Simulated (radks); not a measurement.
Values are calculated unless marked as measured or tabulated.
All-electron atom: Ti10+ in [Ne] 3s2 (the NIST ground configuration). Code: a radial shooting solver on a logarithmic mesh with Libxc functionals. Model: scalar-relativistic Kohn-Sham, r2SCAN, spin-polarised, spherical densities, finite nucleus; meta-GGA in the generalised Kohn-Sham scheme; Fermi nuclear charge, rms radius 3.5921 fm.

Radial electron density D(r) = 4 pi r^2 rho(r):

r (bohr)  D(r) (e/bohr)
0.005056          1.968
0.006326          2.895
0.007978          4.257
0.009981          6.066
0.01249           8.455
0.01562           11.47
0.0197            15.16
0.02465           19.02
0.03083           22.63
0.03889           25.32
0.04865           26.13
0.06086           24.85
0.07614           22.04
0.09603           19.27
0.1201            18.84
0.1503            21.48
0.1895            25.65
0.2371            27.26
0.2967            23.72
0.3712            16.04
0.4681            8.302
0.5856            4.473
0.7326            3.542
0.9239            2.788
1.156             1.442
1.446            0.4163
1.809           0.05968
2.282          0.003288

D(r) has 2 maxima, at r = 0.0475, 0.230 bohr, and minima at 0.111 bohr, inside which lie 2.15 electrons.
